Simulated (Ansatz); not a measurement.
Start from `O=C[CH2][GeH3]` and change one atom or group to get `O=CC[SiH3]`.

Ansatz, PBE0-D4/def2-TZVP geometries, multiplicity 1. Each molecule was computed in one conformer, which needn't be the lowest.

Scalar relativity is left out up to krypton.

| property | `O=C[CH2][GeH3]` |
| --- | --- |
| size of the dipole moment (B3LYP/def2-TZVPP) / D | 2.89 |
| HOMO energy (B3LYP/def2-TZVPP) / eV | -7.20 |
| LUMO energy (B3LYP/def2-TZVPP) / eV | -1.12 |
| LUMO energy (PBE0/def2-TZVPP) / eV | -0.84 |
| HOMO–LUMO gap (PBE/def2-TZVPP) / eV | 3.88 |
| HOMO energy (PBE0/def2-TZVPP) / eV | -7.43 |

Give the same properties after the change, and the shifts. (An estimate is asked.)

The calculation gave: 
```csv
property,`O=CC[SiH3]`,shift
size of the dipole moment (B3LYP/def2-TZVPP) / D,2.74,-0.15
HOMO energy (B3LYP/def2-TZVPP) / eV,-7.48,-0.28
LUMO energy (B3LYP/def2-TZVPP) / eV,-1.16,-0.04
LUMO energy (PBE0/def2-TZVPP) / eV,-0.87,-0.03
HOMO–LUMO gap (PBE/def2-TZVPP) / eV,4.02,0.14
HOMO energy (PBE0/def2-TZVPP) / eV,-7.70,-0.27
```

Dipoles are sizes alone; their direction can turn.

B3LYP here is the variant with VWN-RPA as its local correlation; programs differ in this.
